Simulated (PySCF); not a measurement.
## Atomic charges by several schemes

Compound: C₄H₁₁O₂PSi.
Structure used (GFN2-xTB), in Å, numbered top down from 1:
```xyz
19
C4H11O2PSi angstrom
C     -1.0132    0.1660    2.0382
C     -0.9988    0.1334    0.7163
C     -1.7460    1.0583   -0.1838
P     -0.0089   -1.1723   -0.0851
O      0.6303   -2.1238    0.8310
O     -1.0945   -1.9214   -1.0349
C      1.0971   -0.3673   -1.2769
Si     2.2927    0.7284   -0.2936
H     -0.4344   -0.5470    2.6014
H     -1.5899    0.8879    2.5956
H     -2.1921    0.4960   -1.0027
H     -1.0665    1.7957   -0.6125
H     -2.5282    1.5844    0.3597
H     -1.2664   -2.7815   -0.6479
H      0.5134    0.1833   -2.0096
H      1.6289   -1.1683   -1.7896
H      1.5319    1.7722    0.4026
H      3.0525   -0.0679    0.6621
H      3.1824    1.3530   -1.2778
```

Density: PBE0/pcSseg-1 (PySCF); schemes: Mulliken, IAO, Hirshfeld and ESP-fitted. Geometry: GFN2-xTB, one conformer, isolated molecule.

Task: Tabulate the Mulliken, IAO, Hirshfeld and ESP-fitted charges.

Result: In e:

| atom | environment | Mulliken | IAO | Hirshfeld | ESP-fitted |
| --- | --- | --- | --- | --- | --- |
| C1 | terminal =CH2 carbon | -0.015 | -0.287 | -0.080 | -0.461 |
| C2 | fully substituted alkene carbon | -0.694 | -0.259 | -0.045 | +0.097 |
| C3 | allylic carbon | -0.152 | -0.428 | -0.119 | -0.521 |
| P4 | phosphoryl phosphorus | +1.159 | +1.691 | +0.465 | +0.865 |
| O5 | phosphoryl oxygen | -0.605 | -0.922 | -0.397 | -0.633 |
| O6 | hydroxyl oxygen | -0.517 | -0.774 | -0.249 | -0.664 |
| C7 | sp3 carbon bound to silicon | -0.744 | -0.817 | -0.203 | -0.491 |
| Si8 | SiH3 silicon | +0.486 | +0.605 | +0.314 | +0.352 |
| H9 | vinylic hydrogen | +0.136 | +0.171 | +0.049 | +0.186 |
| H10 | vinylic hydrogen | +0.112 | +0.151 | +0.054 | +0.210 |
| H11 | methyl hydrogen | +0.141 | +0.159 | +0.043 | +0.168 |
| H12 | methyl hydrogen | +0.134 | +0.150 | +0.045 | +0.157 |
| H13 | methyl hydrogen | +0.127 | +0.153 | +0.051 | +0.167 |
| H14 | hydroxyl hydrogen | +0.249 | +0.378 | +0.180 | +0.449 |
| H15 | methylene hydrogen | +0.180 | +0.173 | +0.053 | +0.166 |
| H16 | methylene hydrogen | +0.191 | +0.183 | +0.060 | +0.189 |
| H17 | Si–H hydrogen | -0.066 | -0.116 | -0.077 | -0.082 |
| H18 | Si–H hydrogen | -0.040 | -0.097 | -0.065 | -0.054 |
| H19 | Si–H hydrogen | -0.081 | -0.115 | -0.079 | -0.099 |

Mean size of the charges over all atoms: IAO 0.402 e, ESP-fitted 0.316 e, Mulliken 0.307 e, Hirshfeld 0.138 e. Each set sums to the total charge, 0, to within 0.001 e. The Hirshfeld scheme weights the molecular density at each point by an atom's share of the summed free-atom densities.

Lowest charge. The schemes don't all agree: Mulliken C7 (-0.744); IAO O5 (-0.922); Hirshfeld O5 (-0.397); ESP-fitted O6 (-0.664).

Highest charge. All schemes agree: Mulliken P4 (+1.159); IAO P4 (+1.691); Hirshfeld P4 (+0.465); ESP-fitted P4 (+0.865).

Task: How many electrons does the Hirshfeld scheme count on C3?

Result: Z − q = 6 − (-0.119) = 6.119.

Task: How closely do the schemes follow one another over all atoms?

Result: Correlation coefficient and root-mean-square difference: IAO with Hirshfeld 0.97, 0.386 e; Mulliken with IAO 0.95, 0.210 e; IAO with ESP-fitted 0.93, 0.243 e; Hirshfeld with ESP-fitted 0.93, 0.228 e; Mulliken with Hirshfeld 0.90, 0.273 e; Mulliken with ESP-fitted 0.81, 0.252 e.
